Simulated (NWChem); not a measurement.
System meant: KOH cation, doublet; SMILES of the neutral closed-shell parent [OH][K]

Input file for NWChem:

```
start job
memory heap 200 mb stack 900 mb global 1100 mb
charge 1
geometry units angstroms noautoz
  K     -0.666496    -0.496237    -0.559861
  O      1.115767     0.833443     0.937962
  H      1.769960     1.306301     1.483750
end
basis spherical
  * library def2-svp
end
dft
  odft
  mult 3
  xc b3lyp
  iterations 150
  mulliken
end
task dft energy
```

End of the output:

```
 Summary of "ao basis" -> "" (spherical)
 ------------------------------------------------------------------------------
       Tag                 Description            Shells   Functions and Types
 ---------------- ------------------------------  ------  ---------------------
 *                          def2-svp                  on all atoms

                                 NWChem DFT Module
                                 -----------------

 Summary of "ao basis" -> "ao basis" (spherical)
 ------------------------------------------------------------------------------
       Tag                 Description            Shells   Functions and Types
 ---------------- ------------------------------  ------  ---------------------
 K                          def2-svp                10       24   5s3p2d
 O                          def2-svp                 6       14   3s2p1d
 H                          def2-svp                 3        5   2s1p

 Summary of "ao basis" -> "ao basis" (spherical)
 ------------------------------------------------------------------------------
       Tag                 Description            Shells   Functions and Types
 ---------------- ------------------------------  ------  ---------------------
 K                          def2-svp                10       24   5s3p2d
 O                          def2-svp                 6       14   3s2p1d
 H                          def2-svp                 3        5   2s1p

      Symmetry analysis of basis
      --------------------------

        a'         31
        a"         12

  number of electrons :                   27
  multiplicity        :                    3
 ------------------------------------------------------------------------
  no. of electrons and multiplicity not compatible                  27
 ------------------------------------------------------------------------
 ------------------------------------------------------------------------
  current input line :
    19: task dft energy
 ------------------------------------------------------------------------
 ------------------------------------------------------------------------
 There is an error in the input file
 ------------------------------------------------------------------------
 For more information see the NWChem manual at https://nwchemgit.github.io

0: no. of electrons and multiplicity not compatible:Received an Error in Communication
```

Q: Can this run be used? If not, why, and what is the fix?

A: The program refused the input. Cause: the multiplicity doesn't fit the number of electrons (an even count wants an odd multiplicity, and the reverse). This input runs:
```
start job
memory heap 200 mb stack 900 mb global 1100 mb
charge 1
geometry units angstroms noautoz
  K     -0.666496    -0.496237    -0.559861
  O      1.115767     0.833443     0.937962
  H      1.769960     1.306301     1.483750
end
basis spherical
  K library def2-svp
  O library def2-svp
  H library def2-svp
end
dft
  odft
  mult 2
  xc b3lyp
  iterations 150
  mulliken
end
task dft energy
```
It converges to -675.37659 Ha (B3LYP/def2-SVP, spin-unrestricted).
